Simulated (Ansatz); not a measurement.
Consider the formal hydrolysis of the In–N bond: `C[NH][InH][Cl]` + H₂O → `[OH][InH][Cl]` + CH₃NH₂.

Gas-phase electronic energies from Ansatz, PBE0-D4/def2-TZVP geometries. CBS: MP2 limit from def2 TZ/QZ plus the TZ coupled-cluster correction, frozen cores. This one scheme is used for every species. Functionals use def2-TZVPP. def2 core potentials past Kr. For In outer-core shells are correlated without core-valence functions, which leaves a few kJ/mol of doubt a bond. One conformer a species, not always the lowest.

`C[NH][InH][Cl]`:

Cartesian coordinates in Å:
```
C -0.628 1.170 0.014
N 0.253 0.228 -0.638
In 0.801 -1.558 0.041
Cl -0.225 -1.922 2.113
H -1.519 1.389 -0.587
H -0.971 0.761 0.966
H -0.127 2.123 0.231
H 0.603 0.551 -1.526
H 1.814 -2.743 -0.615
```

H₂O:

```xyz
3

O    -0.296   -0.157    0.198
H    -0.242    0.729   -0.165
H     0.538   -0.572   -0.033
```

`[OH][InH][Cl]`:

Cartesian coordinates in Å:
```
O 1.378 0.592 0.181
In -0.192 -0.575 -0.034
Cl -2.119 0.723 -0.248
H 1.134 1.521 0.168
H -0.201 -2.262 -0.066
```

CH₃NH₂:

Z-matrix (Å, degrees):
```
C
N 1 1.453
H 1 1.092 2 109.4
H 1 1.100 2 115.4 3 -121.6
H 1 1.092 2 109.4 3 116.8
H 2 1.012 1 110.6 3 62.6
H 2 1.012 1 110.6 3 -179.3
```

(1) Is it downhill or uphill in electronic energy at CCSD(T)/CBS, and by how much? (Best estimate.)

(2) What do these levels give: PBE-D4, revPBE-D4, B97M-V, PBE0-D4, ωB97X-V, LC-ωPBE, MP2/def2-SVP, CCSD/def2-SVP, HF/def2-TZVPP, MP2/def2-TZVPP, SCS-MP2/def2-TZVPP, CCSD/def2-TZVPP? (Estimate.)

Largest T1 diagnostic among the species: 0.015.

Results:

(1) The calculation gave: Downhill: ΔE = -12.9 kJ/mol.

(2) The calculation gave: PBE-D4 -19.9, revPBE-D4 -20.5, B97M-V -26.7, PBE0-D4 -17.4, ωB97X-V -21.3, LC-ωPBE -22.0, MP2/def2-SVP -18.3, CCSD/def2-SVP -18.6, HF/def2-TZVPP -29.6, MP2/def2-TZVPP -11.5, SCS-MP2/def2-TZVPP -16.5, CCSD/def2-TZVPP -15.9 kJ/mol.

The D4 term adds +7.2 kJ/mol with B3LYP and +4.0 kJ/mol with PBE0; it sums over pairs of atoms, weighted by their polarisabilities, and B3LYP, whose exchange is more repulsive, gets the larger term. At CCSD(T), def2-SVP lies −4.4 kJ/mol from the extrapolated value and def2-TZVPP −1.7 kJ/mol. In def2-TZVPP, CCSD(T) changes the Hartree–Fock value by +15.0 kJ/mol (the triples alone add +1.3 kJ/mol) and MP2 by +18.1 kJ/mol.

B3LYP here is the variant with VWN-RPA as its local correlation; programs differ in this.
